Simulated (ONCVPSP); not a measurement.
# Before and after: ONCV potential for nickel (Ni)

- Element: nickel
- Generator: ONCVPSP 4.0.1
- Type: optimised norm-conserving Vanderbilt (ONCV)
- Functional: PBE
- Relativity: scalar-relativistic
- Frozen core: [Ne]
- Valence charge: 18
- Reference configuration: 3s2 3p6 3d8 4s2
- Partial waves: 3s+4s: rc 1.10 bohr, ncon 3, nbas 7, qcut 12.6 1/bohr, 2 projectors; 3p: rc 0.85 bohr, ncon 3, nbas 7, qcut 11.7 1/bohr, 2 projectors, debl 3.6 Ha; 3d: rc 1.45 bohr, ncon 5, nbas 10, qcut 11 1/bohr, 2 projectors, debl 1.9 Ha
- Local potential: polynomial inside 0.75 bohr (lpopt 5, dvloc0 0 Ha)
- Core correction: none

Change: d: qcut 9.

Cutoffs: the cutoffs (Ha) at which the residual kinetic energy of the hardest occupied pseudo-wave falls to 1 and 0.1 mHa per electron; they do not see the model core or the augmentation charge, which bear on the density cutoff. Errors are all-electron minus pseudo energies relative to the spin-unpolarised reference configuration.

Problem. Predict the effect on cutoff, ghosts and configuration errors.

Solution. The potential gets harder (52 Ha and 61 Ha → 55 Ha and 170 Ha); of the 4 tests that both files solve, the error grows in 4 and shrinks in 0 by more than 15 % and 0.3 meV (median size 7.9 → 14.0 meV); neither file shows a bound ghost.

| quantity | base | changed |
| --- | --- | --- |
| cutoff, loose | 52 Ha | 55 Ha |
| cutoff, tight | 61 Ha | 170 Ha |
| loose cutoff by channel | s 52 Ha, p 38 Ha, d 51 Ha | s 52 Ha, p 38 Ha, d 55 Ha |
| bound ghosts | none | none |
| GHOST(+) flags under 300 eV | none | none |
| error for 3s2 3p6 3d8 4s1, meV [ΔE 9.32 eV] | +0.8 | +1.3 |
| error for 3s2 3p6 3d8 4s0, meV [ΔE 26.67 eV] | +5.8 | +8.4 |
| error for 3s2 3p6 3d7 4s0, meV [ΔE 64.14 eV] | +10 | +20 |
| error for 3s2 3p6 3d9 4s0, meV [ΔE 6.32 eV] | +34 | +53 |
| s: phases at 1.12 bohr within 0.05 rad from the reference energy up to (Ha; the scan ends near 5) | to the end of the scan | to the end of the scan |
| p: phases at 0.86 bohr within 0.05 rad from the reference energy up to (Ha; the scan ends near 5) | to the end of the scan | to the end of the scan |
| d: phases at 1.47 bohr within 0.05 rad from the reference energy up to (Ha; the scan ends near 5) | to the end of the scan | to the end of the scan |
